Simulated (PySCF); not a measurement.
**Bond length, frequency and bond energy of Cs₂⁻ by level of theory**

State: ²Σu⁺ (doublet), unpaired electrons σ ↑. Set-up: Cs def2-SVPD with ECP46; scalar-relativistic core potentials (PySCF 2.14). De refers to Cs + Cs⁻ in their ground configurations, without counterpoise correction. The functionals are run spin-unrestricted. Levels whose curve was spin-contaminated or gave no clean fit are not listed.

| Level | Re (Å) | ωe (cm⁻¹) | De (eV) |
| --- | --- | --- | --- |
| ROHF-MP2 | 5.269 | 26.2 | n/a |
| ROHF-SCS-MP2 | 5.361 | 25.2 | 0.393 |
| PBE | 5.284 | 25.0 | 0.53 |
| PW91 | 5.269 | 25.2 | 0.55 |
| PBE0 | 5.335 | 25.3 | 0.496 |
| M06 | 4.800 | 32.1 | 0.55 |

The bond length runs from 4.800 Å (M06) to 5.361 Å (ROHF-SCS-MP2). De spans 0.39 eV (ROHF-SCS-MP2, perturbation theory) to 0.55 eV (PW91, GGA).

Correlated steps freeze no core orbitals. Correlated levels converge slowly with the basis: in double zeta they bind strong bonds too weakly, by up to about 1 eV, and carry superposition errors of some tenths. Spin–orbit coupling is left out. The highest Kohn–Sham level is positive in this anion. Much of that is self-interaction error, but it also means that the finite basis helps to hold the extra electron. The state is the lowest determinant that a PBE0 search found; another state may lie lower at other levels.

The whole job (state search and all levels along the bond) took about 2.2 min on 1 thread of Intel Xeon Platinum 8488C (shared host), peak memory 0.66 GiB.
